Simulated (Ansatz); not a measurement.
```yaml
crystal:
  periodic: [false, false, false]
  atoms:
    - {symbol: N, position_ang: [-0.438154, 1.660512, 1.350721]}
    - {symbol: C, position_ang: [-0.564233, 0.786838, 0.208004]}
    - {symbol: C, position_ang: [0.470589, -0.318775, 0.241221]}
    - {symbol: Si, position_ang: [0.267606, -1.661374, -1.069309]}
    - {symbol: F, position_ang: [0.641150, -0.921363, -2.501182]}
    - {symbol: H, position_ang: [0.532767, 2.015547, 1.407678]}
    - {symbol: H, position_ang: [-1.007703, 2.405066, 1.210679]}
    - {symbol: H, position_ang: [-1.530498, 0.418923, 0.175887]}
    - {symbol: H, position_ang: [-0.331817, 1.354351, -0.755294]}
    - {symbol: H, position_ang: [1.522279, -0.029793, 0.338319]}
    - {symbol: H, position_ang: [0.294370, -0.879016, 1.258624]}
    - {symbol: H, position_ang: [-1.119863, -2.171241, -1.159083]}
    - {symbol: H, position_ang: [1.248232, -2.729648, -0.913542]}
basis:
  gaussian: {orbitals: def2-SVP, final_grid: {core_spheres: 5, valence_spheres: 4, degree: 11}}
magnetization: {spin_polarized: true, initial_magnetization: 4}
hamiltonian: {xc: {name: r2SCAN}, dispersion: d3bjatm}
output: {forces: true}
```

```sh
$ ansatz run in.yaml --threads 4 --pin off --events-out ev --progress --plain --max-ram 10444MiB
```

It prints (some lines left out):

```
Functional definition: r2SCAN
1296 factors; their error is unknown
mean field evaluation 1: about -14255.5862 eV, gradient 4.1e1 eV
mean field evaluation 2: about -14228.7032 eV, gradient 7.2e1 eV
mean field evaluation 4: about -14263.1785 eV, gradient 1.6e1 eV
mean field evaluation 8: about -14264.2003 eV, gradient 5.9e0 eV
mean field evaluation 16: about -14264.5946 eV, gradient 1.4e-1 eV
mean field evaluation 32: about -14264.5107 eV, gradient 9.5e-5 eV
mean field -14264.51067935 eV, -524.2110986333 hartree, gradient 4.0e-6 eV, S^2 6.010681; 8 other end points of the search recorded, 0 dependent functions left out
reference -14264.51068657 eV, -524.2110988988 hartree; 27, 23 occupied and 87, 91 virtual orbitals, 1296 factors
Total energy: -14264.58305348 eV, -524.2137583336 hartree
Atom 0 at    -0.438154     1.660512     1.350721 Å, force     1.341020    -4.096123    -2.219724 eV/Å
Atom 1 at    -0.564233     0.786838     0.208004 Å, force     2.290031    -0.349033     0.525096 eV/Å
Atom 2 at     0.470589    -0.318775     0.241221 Å, force    -0.351359     0.433988     4.613146 eV/Å
Atom 3 at     0.267606    -1.661374    -1.069309 Å, force    -1.423843    -3.769267    -0.122829 eV/Å
Atom 4 at     0.641150    -0.921363    -2.501182 Å, force     0.686374     1.214214    -0.899776 eV/Å
Atom 5 at     0.532767     2.015547     1.407678 Å, force     3.178450     0.574799     0.889959 eV/Å
Atom 6 at    -1.007703     2.405066     1.210679 Å, force    -4.212259     4.450314     0.171814 eV/Å
Atom 7 at    -1.530498     0.418923     0.175887 Å, force    -2.625680    -0.758248    -0.381882 eV/Å
Atom 8 at    -0.331817     1.354351    -0.755294 Å, force    -0.107153     0.956327     0.293120 eV/Å
Atom 9 at     1.522279    -0.029793     0.338319 Å, force     0.441296     0.486423    -0.876520 eV/Å
Atom 10 at     0.294370    -0.879016     1.258624 Å, force     0.145966     0.441154    -1.698915 eV/Å
Atom 11 at    -1.119863    -2.171241    -1.159083 Å, force    -0.503009     0.539132    -0.021924 eV/Å
Atom 12 at     1.248232    -2.729648    -0.913542 Å, force     1.140166    -0.123679    -0.271565 eV/Å
Dipole moment:    -0.310490     0.089637     0.482045 e Å
```

Q: Something in this input is off. What?

A: The spin is set far too high for this molecule. The run converged. The result belongs to that input, not to the molecule as meant.
